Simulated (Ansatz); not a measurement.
One change: `OB(Cl)C=S` becomes `NB(O)Cl`.

Ansatz, PBE0-D4/def2-TZVP geometries, multiplicity 1. Each molecule was computed in one conformer, which needn't be the lowest.

```
                                      property  `OB(Cl)C=S`
size of the dipole moment (PBE/def2-TZVPP) / D         1.09
             HOMO energy (PBE/def2-TZVPP) / eV        -5.97
         HOMO–LUMO gap (B3LYP/def2-TZVPP) / eV         3.27
           HOMO energy (B3LYP/def2-TZVPP) / eV        -7.00
           HOMO–LUMO gap (PBE/def2-TZVPP) / eV         1.56
            HOMO energy (PBE0/def2-TZVPP) / eV        -7.24
```

Task: What does the change do to each property? (Best estimate.)

Result: Ansatz gave: 
```csv
property,`NB(O)Cl`,shift
size of the dipole moment (PBE/def2-TZVPP) / D,1.16,0.07
HOMO energy (PBE/def2-TZVPP) / eV,-6.62,-0.65
HOMO–LUMO gap (B3LYP/def2-TZVPP) / eV,8.24,4.97
HOMO energy (B3LYP/def2-TZVPP) / eV,-7.83,-0.83
HOMO–LUMO gap (PBE/def2-TZVPP) / eV,6.59,5.03
HOMO energy (PBE0/def2-TZVPP) / eV,-8.09,-0.85
```

With PBE0 the HOMO falls by 0.85 eV and the LUMO rises by 4.35 eV, so the gap widens by about 5.20 eV. PBE moves the HOMO by -0.65 eV and ωB97M-V by -1.03 eV. Dipoles are sizes alone; their direction can turn.

B3LYP here is the variant with VWN-RPA as its local correlation; programs differ in this.
